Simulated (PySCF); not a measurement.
**Vertical ionisation of several complexes**

Computed with PySCF 2.14.0, TPSS, def2-SVP on the ligands and scalar-relativistic core potentials on the metal (def2; Stuttgart 1997 for actinides; CRENBL for Ra), no spin-orbit coupling, vacuum. One electron is taken off at the relaxed geometry; the lower of the one or two spin states computed is given. Charges are Mulliken's.

```json
{"compound": "[BiF6]−", "state": "singlet", "point group": "Oh", "M–first ligand (Å)": "2.056", "ionisation energy (eV)": "6.97", "−ε(HOMO) (eV)": "3.84", "state after": "doublet", "change of charge on M (e)": "0.09", "spin on M after (e)": "-0.05"}
{"compound": "[ReOF6]−", "state": "singlet", "point group": "C5v", "M–first ligand (Å)": "1.717", "ionisation energy (eV)": "6.32", "−ε(HOMO) (eV)": "3.03", "state after": "doublet", "change of charge on M (e)": "0.14", "spin on M after (e)": "-0.06"}
{"compound": "[Tl(OH)4]−", "state": "singlet", "point group": "C4h", "M–first ligand (Å)": "2.203", "ionisation energy (eV)": "3.24", "−ε(HOMO) (eV)": "0.33", "state after": "doublet", "change of charge on M (e)": "0.23", "spin on M after (e)": "-0.06"}
```

What follows for compound [HfOF3]−, state singlet, point group C3v, M–first ligand (Å) 1.825?

ionisation energy (eV): 4.63, −ε(HOMO) (eV): 1.04, state after: doublet, change of charge on M (e): 0.42, spin on M after (e): -0.02.

One start shape was tried for each compound. Distances are means of the shortest metal–ligand contacts. Open shells may have lower solutions than those found. Not shown here to be minima: [BiF6]−, [HfOF3]−, [ReOF6]−, [Tl(OH)4]−.
